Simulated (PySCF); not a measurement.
A database entry of computed molecular properties.

```json
{
 "formula": "C6H6N2O2",
 "smiles": "CO[C@H](C#N)c1cnoc1",
 "inchi": "InChI=1S/C6H6N2O2/c1-9-6(2-7)5-3-8-10-4-5/h3-4,6H,1H3/t6-/m1/s1",
 "charge": 0,
 "multiplicity": 1,
 "geometry_level": "PBE0-D3(BJ)/def2-SVP",
 "atoms_angstrom": [
  ["C", 2.462, -0.517, 0.135],
  ["O", 1.143, -0.307, 0.569],
  ["C", 0.23, -0.069, -0.458],
  ["C", 0.533, 1.198, -1.168],
  ["N", 0.799, 2.183, -1.712],
  ["C", -1.148, -0.03, 0.114],
  ["C", -1.682, 0.885, 1.067],
  ["N", -2.916, 0.592, 1.373],
  ["O", -3.233, -0.513, 0.637],
  ["C", -2.192, -0.878, -0.102],
  ["H", 3.065, -0.719, 1.03],
  ["H", 2.531, -1.385, -0.547],
  ["H", 2.874, 0.37, -0.38],
  ["H", 0.276, -0.872, -1.224],
  ["H", -1.196, 1.742, 1.535],
  ["H", -2.326, -1.754, -0.736]
 ],
 "electronic_structure_code": "PySCF",
 "results": {
  "PBE0-D3(BJ)/def2-SVP geometry optimisation, gas phase": {
   "point_group": "C1",
   "rotational_constants_GHz": [2.561, 0.868, 0.758]
  },
  "CAM-B3LYP/def2-SVPD ground state and vertical TDDFT (core frozen in the response)": {
   "dipole_D": 4.36,
   "homo_eV": -9.64,
   "lumo_eV": 0.1,
   "S1_eV": 6.54,
   "strongest_line_of_6_singlets_eV": 6.64,
   "polarisability_au": 84.3,
   "r2_bohr2_about_centre_of_nuclear_charge": 1525.9,
   "singlets_eV_and_f": [
    [6.54, 0.006],
    [6.64, 0.099],
    [7.12, 0.008],
    [7.27, 0.003],
    [7.38, 0.032],
    [7.58, 0.007]
   ]
  }
 }
}
```

The dipole equals about 14.5 × 10⁻³⁰ C·m (1 D = 3.33564 × 10⁻³⁰ C·m). No computed singlet falls in the visible range (750 to 380 nm, 1.65 to 3.26 eV); S1 lies 3.28 eV above its blue end. The rotational constants make it an asymmetric top with κ = (2B − A − C)/(A − C) = -0.88, nearer the prolate limit (−1).

Conformer computed: `[CH3:1][O:2][C@H:3]([C:4]#[N:5])[c:6]1[cH:7][n:8][o:9][cH:10]1`: C1–O2–C3–C4 -65°, O2–C3–C6–C7 63°.

One conformer stands for the species.
